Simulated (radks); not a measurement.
Mg+, configuration [Ne] 3s1. Calculated with a radial shooting solver on a logarithmic mesh with Libxc functionals: non-relativistic Kohn-Sham, TPSS, spin-polarised, spherical densities, point nucleus; open shells are filled with parallel spins first; meta-GGA in the generalised Kohn-Sham scheme.

Normalised radial functions P(r) = r R(r), r in bohr:

r,2s up
0.007665,0.1416
0.01107,0.1962
0.016,0.2667
0.02312,0.3524
0.0334,0.4459
0.04826,0.5277
0.06973,0.5595
0.09995,0.4856
0.1444,0.2403
0.2086,-0.1976
0.3015,-0.7393
0.4356,-1.1569
0.6293,-1.2065
0.9093,-0.8792
1.303,-0.4327
1.883,-0.1255
2.721,-0.0194
3.931,-0.0011
5.68,0.0000
8.206,0.0000

2s up: eigenvalue -89.822 eV, 1 radial node at r = 0.180 bohr, <r> = 0.696 bohr, 90 % of the charge inside 1.11 bohr.
